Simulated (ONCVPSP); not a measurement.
## What one change does to a pseudopotential (sulfur (S), ONCV)

sulfur, optimised norm-conserving Vanderbilt (ONCV), made with ONCVPSP 4.0.1 (LDA (Perdew-Zunger), scalar-relativistic). Core [Ne], reference 3s2 3p4. Waves: 3s: rc 1.50 bohr, ncon 4, nbas 7, qcut 5.3 1/bohr, 3 projectors, debl 2.1 Ha; 3p: rc 1.55 bohr, ncon 3, nbas 7, qcut 6.2 1/bohr, 1 projector. Local part: polynomial inside 1.05 bohr (lpopt 2, dvloc0 3 Ha). Core correction: none.

Change: p: qcut 9.2.

Cutoffs: the cutoffs (Ha) at which the residual kinetic energy of the hardest occupied pseudo-wave falls to 1 and 0.1 mHa per electron; they do not see the model core or the augmentation charge, which bear on the density cutoff. Errors are all-electron minus pseudo energies relative to the spin-unpolarised reference configuration.

Problem. Predict the effect on cutoff, ghosts and configuration errors.

Solution. The potential gets neither clearly harder nor softer (13 Ha and 29 Ha → 13 Ha and 29 Ha); the s channel sets the loose cutoff, while the largest relative change is in p, which becomes harder; the errors of the 4 common tests hardly move; neither file shows a bound ghost.

```csv
quantity,base,changed
"cutoff, loose",13 Ha,13 Ha
"cutoff, tight",29 Ha,29 Ha
loose cutoff by channel,"s 13 Ha, p 6.4 Ha","s 13 Ha, p 12 Ha"
bound ghosts,none,none
GHOST(+) flags under 300 eV,none,none
"error for 3s2 3p3, meV [ΔE 11.86 eV]",+3.7,+3.5
"error for 3s2 3p2, meV [ΔE 34.24 eV]",+29,+30
"error for 3s2 3p1, meV [ΔE 68.39 eV]",+112,+116
"error for 3s1 3p4, meV [ΔE 22.66 eV]",+11,+9.5
s: phases at 1.52 bohr within 0.05 rad from the reference energy up to (Ha; the scan ends near 5),to the end of the scan,to the end of the scan
p: phases at 1.57 bohr within 0.05 rad from the reference energy up to (Ha; the scan ends near 5),3.0,3.1
```
